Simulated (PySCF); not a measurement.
In(CF3)(OH)2 (CH2F3InO2), SMILES [OH][In]([OH])[C](F)(F)F. The structure is a stationary point at B3LYP-D3(BJ)/def2-SVP. The def2 effective core potentials stand for the cores of In; spin–orbit coupling is left out. The values are those of a single conformer.

### Question
Give the equilibrium geometry at B3LYP-D3(BJ)/def2-SVP (PySCF confirms it by a frequency run) as bond lengths and angles. (Estimate from the structure and the level; the computed values follow.)

### Answer
This is not unique; one that fits is 
Atoms: In1 C2 F3 F4 F5 O6 H7 O8 H9. Bonds (Å): In1–C2 2.221, In1–O6 1.997, In1–O8 2.005, C2–F3 1.346, C2–F4 1.342, C2–F5 1.349, O6–H7 0.968, O8–H9 0.968. Angles (°): C2–In1–O6 120.5, C2–In1–O8 125.9, O6–In1–O8 113.6, In1–C2–F3 111.0, In1–C2–F4 112.4, In1–C2–F5 111.2, F3–C2–F4 107.5, F3–C2–F5 107.2, F4–C2–F5 107.4, In1–O6–H7 111.0, In1–O8–H9 113.0.
Charge 0, spin multiplicity 1.
